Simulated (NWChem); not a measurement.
Molecule: CH5ClFNSi; SMILES N[Si@@H](Cl)CF

```xyz
10

N     -1.8348    -0.2114     0.1631
Si    -0.2406     0.0436    -0.3939
Cl     0.6778     1.7902     0.3068
C      0.9028    -1.3214     0.2404
F      0.4888    -2.5563    -0.2084
H     -2.6215     0.2346    -0.2940
H     -2.0344    -0.4140     1.1360
H     -0.2867     0.1368    -1.8747
H      0.9239    -1.3180     1.3462
H      1.9379    -1.1332    -0.0966
```
Atoms are numbered in this order, from 1.

Level: PBE0/def2-SVP (NWChem), optimised geometry, unscaled harmonic frequencies. 

```tsv
frequency (cm⁻¹)	IR intensity (km/mol)
85	5.0
126	7.3
193	6.6
226	8.1
273	10.2
334	16.6
387	167.3
537	126.3
636	31.7
699	7.2
814	111.5
830	29.5
895	39.3
932	187.7
1109	80.3
1243	3.4
1316	3.2
1451	5.6
1542	57.6
2285	102.2
3046	13.2
3108	12.7
3619	48.7
3720	50.3
```

- zero-point energy: 42.0 kcal/mol
- thermal correction to the enthalpy at 298.15 K (with zero-point energy): 47.2 kcal/mol
- heat capacity Cv: 24.2 cal/(mol K)
- entropy at 298.15 K and 1 atm (symmetry number 1): 84.5 cal/(mol K)
- dipole moment: 1.63 D

Rigid rotor and harmonic oscillator; modes under 100 cm⁻¹ make the entropy uncertain.
